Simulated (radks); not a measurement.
Values are calculated unless marked as measured or tabulated.
Task: Coherent X-ray form factor from a spherical all-electron density. Level of theory: scalar-relativistic Kohn-Sham, Slater X-alpha with alpha = 0.988, spin-polarised, spherical densities, finite nucleus; Fermi nuclear charge, rms radius of each element as measured or else 0.836 A^(1/3) + 0.57 fm (a radial shooting solver on a logarithmic mesh with Libxc functionals).

sin(theta)/lambda (1/angstrom)  f0 (electrons)
0.05                                     9.845
0.1                                      9.405
0.15                                     8.747
0.2                                      7.958
0.25                                     7.118
0.3                                      6.293
0.4                                      4.834
0.5                                      3.722
0.6                                      2.936
0.8                                      2.045
1                                        1.642
1.25                                     1.391
1.5                                      1.222
2                                        0.933

The species is in the configuration that NIST lists as its ground one. Which atom or ion scatters so?

Result: Neutral neon, [Ne]. Extrapolating in s^2 from the first two rows gives f0(0) = 10.0, near the electron count 10; among species with that count, the fall with angle is slower the higher Z, and the table is that of Z = 10; from so few rows the species is fixed only to a neighbour or two.
